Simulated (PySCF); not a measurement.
Computed shifts of a molecule C12H10, PBE/pcSseg-1 run with PySCF, GIAO, gas phase, equivalent atoms averaged, in ppm (number of nuclei): ¹³C: 148.5 (2), 134.6 (4), 133.1 (2), 133.1 (4). ¹H: 7.83 (4), 7.77 (4), 7.66 (2). References: ¹³C against TMS (σ = 182.0 ppm); ¹H against TMS (σ = 31.49 ppm), references at their B3LYP-D3(BJ)/def2-TZVP geometries, non-relativistic. Geometry optimised at B3LYP-D3(BJ)/def2-SVP. The values are those of a single conformer.

### Question
Pick the molecule that these values belong to.
(A) c1ccc(-c2ccccc2)cc1
(B) C#C/C=C/C=C/c1ccccc1
(C) C#C/C(C=C)=C/c1ccccc1
(D) C=Cc1cccc2ccccc12

### Answer
A, c1ccc(-c2ccccc2)cc1
